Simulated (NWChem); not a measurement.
**Extrapolating the MP2 correlation energy of CHF**

```xyz
3

C      0.5606    -0.4527     0.0000
F     -0.5266     0.2642     0.0000
H      1.3753     0.3381     0.0000
```
Charge 0, spin multiplicity 1.

All runs are NWChem calculations. The geometry was optimised at B3LYP/def2-SVP, a minimum by its harmonic frequencies.

The correlated methods keep 2 core orbitals frozen. The structure started from a generated list of species.

Worked example. The MP2 correlation energy is -387.22 mHa in cc-pVTZ and -419.83 mHa in cc-pVQZ. The form E(X) = E∞ + A/X³ turns the pair into an estimate of the basis-set limit.

E∞ = (4³·(-419.83) − 3³·(-387.22))/(4³ − 3³) = -443.6 mHa. The larger basis holds 95 % of that. This is a two-point estimate.
